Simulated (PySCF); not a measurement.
Compound: C6H9O (doublet state).
Structure used (GFN2-xTB), in Å, numbered top down from 1:
```xyz
16
C6H9O angstrom
C     -2.1726    0.7819    1.0851
C     -1.5484    0.8210   -0.0816
C     -0.3925   -0.0232   -0.4351
C     -0.4816   -1.5456   -0.2201
C      0.3991   -0.7220    0.6108
O      1.7479   -0.8504    0.7019
C      2.4793    0.3539    0.6922
H     -1.8416    0.1258    1.8725
H     -3.0235    1.4054    1.2969
H     -1.8849    1.4966   -0.8572
H      0.1315    0.3038   -1.3323
H     -0.0574   -2.2107   -0.9647
H     -1.4028   -1.9084    0.2123
H      2.0619    1.0741    1.4024
H      3.4990    0.1025    0.9790
H      2.4790    0.8042   -0.3058
```

The hyperfine couplings belong to this conformer and change with its torsions.

As a line formula: `C=C[C@@H]1C[C]1OC` [radical].

Method: PySCF 2.14.0, UKS B3LYP, pcH-1 on C H O, non-relativistic, mean-field spin-orbit, GIAO. Isolated species at its GFN2-xTB geometry (one conformer only). A GFN2-xTB geometry isn't a minimum of the functional, and hyperfine couplings can be far from their values at a DFT geometry. Stability of the SCF solution: not tested.

Principal values of hyperfine tensors in MHz (contact and dipolar terms together), for some of the nuclei:

| atom | isotope | A1 | A2 | A3 |
| --- | --- | --- | --- | --- |
| C5 | 13C | 325.19 | 329.48 | 510.02 |
| O6 | 17O | -95.21 | -2.90 | -0.52 |
| H12 | 1H | 22.60 | 25.36 | 33.93 |
| H11 | 1H | 18.63 | 23.00 | 31.45 |
| C2 | 13C | 18.19 | 20.22 | 26.25 |
| H16 | 1H | 11.95 | 12.11 | 20.42 |
| H14 | 1H | 7.13 | 7.70 | 19.23 |
| C4 | 13C | 2.92 | 5.31 | 14.95 |

Q: Split each tensor into its isotropic and traceless parts, and turn a_iso into mT with g = 2.0033.

A: a_iso is a third of the trace, T = A − a_iso, and a(mT) = a(MHz)/(g × 13.996).

```csv
atom,a_iso (MHz),a_iso (mT),T1,T2,T3
C5,388.23,13.846,-63.04,-58.75,121.79
O6,-32.88,-1.173,-62.33,29.98,32.36
H12,27.30,0.974,-4.70,-1.94,6.64
H11,24.36,0.869,-5.73,-1.36,7.09
C2,21.55,0.769,-3.36,-1.33,4.70
H16,14.83,0.529,-2.88,-2.72,5.60
H14,11.35,0.405,-4.22,-3.65,7.88
C4,7.73,0.276,-4.80,-2.42,7.22
```

Q: What spin density at the nucleus of O6 lies behind its contact coupling (g_N = -0.75752)?

A: a_FC = (2μ0/3) gₑ μB g_N μN ρ(0)/(2S·h) = 800.24 MHz × g_N × ρ(0)/(2S), with ρ in bohr⁻³. With a_FC = -32.88 MHz and 2S = 1, ρ(0) = 0.05424 bohr⁻³. The nuclear moment is negative, so coupling and spin density have opposite signs.

Q: H13 (1H, g_N = 5.58569) isn't in the table. Its spin density at the nucleus is 0.0115 bohr⁻³. What is its contact coupling?

A: By the same relation, a_FC = 51.4 MHz. Its full tensor has the principal values 45.13, 47.48, 61.54 MHz.

Q: Which nucleus of the table has the largest anisotropic coupling, and what is its form?

A: C5: -63.0, -58.8, 121.8 MHz, nearly axial, close to the ratio −1:−1:+2, the form that spin in one p orbital centred on that nucleus gives.

Q: What first-order splitting does C5 cause when the field lies along A1, A2 or A3 of its tensor (g taken as isotropic, no quadrupole term)?

A: 2 lines (I = 1/2), spaced by |A_i|/(g × 13.996): 11.60, 11.75, 18.19 mT along the axes of A1, A2 and A3.
